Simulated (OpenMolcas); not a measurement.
## Fe V: the spin-orbit constant, Racah parameters, worked from levels

| Item | Value |
| --- | --- |
| Program | OpenMolcas 26.06 |
| Basis | ANO-RCC-VTZP [6s5p3d2f1g] |
| Scalar Hamiltonian | DKH2, point nucleus |
| Active space | 10 electrons in 8 orbitals (RAS1 3p, at most 2 holes; RAS2 3d) |
| State averaging | 2S+1 = 5 even, 5 roots; 2S+1 = 3 even, 45 roots; 2S+1 = 1 even, 44 roots |
| Spin-orbit coupling | RASSI with atomic mean-field integrals over the reference wave functions, term energies averaged over their components |

Methods: RASSCF; MS-RASPT2, IPEA 0.25 Eh, imaginary shift 0.1 Eh (closed shells correlated: 3s). Measured levels: Corliss and Sugar, J. Phys. Chem. Ref. Data 11, 135 (1982).

**The spin-orbit constant.** For the Hund term ⁵D of d4, E(J) = (A/2) J(J+1) + constant and ζ = 2S·A = 4A. From J = 0 to J = 4 the energy changes by 10 A.

```csv
Source,E(4) - E(0),A,ζ
RASSCF,1448.3,144.8,579
MS-RASPT2,1445.6,144.6,578
measured,1282.8,128.3,513
```

All in cm-1. MS-RASPT2 is off by +12.7 % and RASSCF by +12.9 %. Both methods take the spin-orbit matrix elements from the reference wave functions, so the second can move ζ only through the term energies and any multistate remixing. Second-order mixing with other terms is absorbed into this ζ.

**Racah parameters.** Above ⁵D, d4 has ³G at 9B + 4C, ³H at 4B + 4C and ³D at 16B + 4C. The first two fix B and C, and the third tests them; where it misses by thousands of cm-1, two parameters do not describe the configuration (Trees and configuration-interaction terms are left out) and B and C hang on the terms chosen. Term energies are centres of gravity, weighted by 2J + 1.

```tsv
Source	³G	³H	B	C	C/B	³D from B, C	³D found
RASSCF	34135	28522	1123	6008	5.35	42000	41678
MS-RASPT2	30364	24955	1082	5157	4.77	37940	37446
measured	29390	24478	982	5137	5.23	36260	35945
```

Energies in cm-1. From RASSCF to MS-RASPT2, B changes by -3.7 % and C by -14.2 %. Against the measured terms, MS-RASPT2 has B off by +10.2 % and C by +0.4 %.

CASPT2 breaks the degeneracy within a term, and the mean is taken; among the terms shown or strongly mixed into the levels shown the widest spread is 490 cm-1 (3d⁴ ³H, MS-RASPT2). Active for correlation alone: 3p; no level in the range computed is led by a configuration that opens it, so any true level of that kind is missing. Without dynamic correlation excited terms often stand tens of per cent too high (terms of higher spin than the ground term too low), and those without a measured partner can miss by more than the paired ones (holds for RASSCF). Computed and measured levels are paired by configuration, term and J; levels that our copy of the source lacks, or whose pairing is in doubt (as where it misses far off the trend of its configuration), stay unpaired and out of the deviations. Only configurations of the active space appear.
